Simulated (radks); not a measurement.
Results of a calculation; reference values are marked as such.
The gallium ion Ga2+, 29 electrons, occupied as [Ar] 3d10 4s(up 0.5, down 0.5) (fractional occupations, a model configuration).

Code: a radial shooting solver on a logarithmic mesh with Libxc functionals. Model: non-relativistic Kohn-Sham, BLYP, spin-polarised, spherical densities, point nucleus.

Energy parts (eV):
part                       energy
total                  -52353.814
kinetic                 52321.786
electron-nucleus      -124736.361
Hartree                 22090.769
exchange-correlation    -2030.009

Orbitals (lengths in bohr, moments of r in powers of bohr; <r^-3> diverges for s and p1/2):
1s: occ. 2; eigenvalue (eV) -10114.77; <r^4> 0.00002725; <r^2> 0.003273; <1/r> 30.51
2s: occ. 2; eigenvalue (eV) -1252.451; <r^4> 0.005778; <r^2> 0.05783; <1/r> 6.676
2p: occ. 6; eigenvalue (eV) -1112.236; <r^4> 0.004103; <r^-3> 844.8; <r^2> 0.04521; <1/r> 6.647
3s: occ. 2; eigenvalue (eV) -163.2374; <r^4> 0.4177; <r^2> 0.5072; <1/r> 2.138
3p: occ. 6; eigenvalue (eV) -117.7667; <r^4> 0.5338; <r^-3> 110.8; <r^2> 0.5514; <1/r> 2.012
3d: occ. 10; eigenvalue (eV) -39.7889; <r^4> 1.690; <r^-3> 11.86; <r^2> 0.8183; <1/r> 1.665
4s: occ. 1; eigenvalue (eV) -25.8168; <r^4> 40.05; <r^2> 5.055; <1/r> 0.6178

The highest occupied level is 4s at -25.817 eV. Summed over all electrons, <r^2> = 17.95 bohr^2, which gives a Langevin (diamagnetic) susceptibility term of -14.2 x 10^-6 cm^3/mol. The density falls to 0.001 e/bohr^3 at r = 3.32 bohr. The electron density at the nucleus is 2.041e+04 e/bohr^3.
